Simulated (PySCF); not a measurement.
In⁺ (indium, charge +1): LDA calculation

Configuration: [Kr] 4d10 5s2, closed-shell 1S. All numbers are calculated (PySCF 2.14, scalar relativity through the core potential, in cc-pVTZ-PP with ECP28MDF).

- Total energy: -189.5859 hartree
- One-electron energy: -328.8427 hartree
- Hartree (Coulomb) energy: 155.3769 hartree
- Exchange-correlation energy: -16.1201 hartree
- ⟨S²⟩: 0.0000
- ⟨L²⟩: 0.000
- Sum of ⟨r⟩: 24.25 bohr
- Sum of ⟨r²⟩: 38.12 bohr²
- Time after the integrals: 0.12 s of wall time on 1 thread of Intel(R) Xeon(R) 6975P-C (shared host)

```tsv
shell	electrons	mean orbital energy (hartree)	rms radius, mean of both spins (bohr)
4s	2	-4.74240	0.909
4p	6	-3.18485	0.994
4d	10	-0.95614	1.30
5s	2	-0.56490	2.62
```

Energies and moments cover only the electrons outside the core potential.
